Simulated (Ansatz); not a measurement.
TcOF4, that is [TcOF4]- with one electron fewer. Charge 0, multiplicity 2. Geometry PBE0-D4/def2-SVPD, that of the charge -1 singlet.

| atom | x (Å) | y (Å) | z (Å) |
| --- | --- | --- | --- |
| Tc1 | -0.130 | 0.100 | -0.048 |
| O2 | -1.364 | 1.052 | -0.505 |
| F3 | 1.064 | 1.061 | 1.086 |
| F4 | 1.308 | 0.239 | -1.293 |
| F5 | -0.316 | -1.638 | -0.809 |
| F6 | -0.563 | -0.814 | 1.569 |

In the def2 sets Tc takes a core potential; there is no spin–orbit coupling.

Problem. Estimate the α-spin orbital energies around the gap (eV) in Ansatz with PBE-D4/def2-TZVPD, r2SCAN-D4/def2-TZVPD, PBE0-D4/def2-TZVPD.

Solution. 
```json
{"orbital": "HOMO−5", "PBE-D4/def2-TZVPD": "-10.66", "r2SCAN-D4/def2-TZVPD": "-11.16", "PBE0-D4/def2-TZVPD": "-12.72"}
{"orbital": "HOMO−4", "PBE-D4/def2-TZVPD": "-10.31", "r2SCAN-D4/def2-TZVPD": "-10.81", "PBE0-D4/def2-TZVPD": "-12.34"}
{"orbital": "HOMO−3", "PBE-D4/def2-TZVPD": "-10.31", "r2SCAN-D4/def2-TZVPD": "-10.81", "PBE0-D4/def2-TZVPD": "-12.34"}
{"orbital": "HOMO−2", "PBE-D4/def2-TZVPD": "-10.31", "r2SCAN-D4/def2-TZVPD": "-10.80", "PBE0-D4/def2-TZVPD": "-12.33"}
{"orbital": "HOMO−1", "PBE-D4/def2-TZVPD": "-9.76", "r2SCAN-D4/def2-TZVPD": "-10.30", "PBE0-D4/def2-TZVPD": "-11.97"}
{"orbital": "HOMO", "PBE-D4/def2-TZVPD": "-7.78", "r2SCAN-D4/def2-TZVPD": "-8.40", "PBE0-D4/def2-TZVPD": "-10.22"}
{"orbital": "LUMO", "PBE-D4/def2-TZVPD": "-5.76", "r2SCAN-D4/def2-TZVPD": "-5.95", "PBE0-D4/def2-TZVPD": "-5.31"}
{"orbital": "LUMO+1", "PBE-D4/def2-TZVPD": "-5.76", "r2SCAN-D4/def2-TZVPD": "-5.95", "PBE0-D4/def2-TZVPD": "-5.30"}
{"orbital": "LUMO+2", "PBE-D4/def2-TZVPD": "-4.37", "r2SCAN-D4/def2-TZVPD": "-4.42", "PBE0-D4/def2-TZVPD": "-3.74"}
{"orbital": "LUMO+3", "PBE-D4/def2-TZVPD": "-4.08", "r2SCAN-D4/def2-TZVPD": "-4.17", "PBE0-D4/def2-TZVPD": "-3.55"}
{"orbital": "LUMO+4", "PBE-D4/def2-TZVPD": "-1.02", "r2SCAN-D4/def2-TZVPD": "-0.44", "PBE0-D4/def2-TZVPD": "-0.40"}
{"orbital": "LUMO+5", "PBE-D4/def2-TZVPD": "0.45", "r2SCAN-D4/def2-TZVPD": "1.03", "PBE0-D4/def2-TZVPD": "0.89"}
{"orbital": "β HOMO", "PBE-D4/def2-TZVPD": "-9.51", "r2SCAN-D4/def2-TZVPD": "-9.97", "PBE0-D4/def2-TZVPD": "-11.52"}
{"orbital": "β LUMO", "PBE-D4/def2-TZVPD": "-6.60", "r2SCAN-D4/def2-TZVPD": "-6.57", "PBE0-D4/def2-TZVPD": "-5.95"}
```
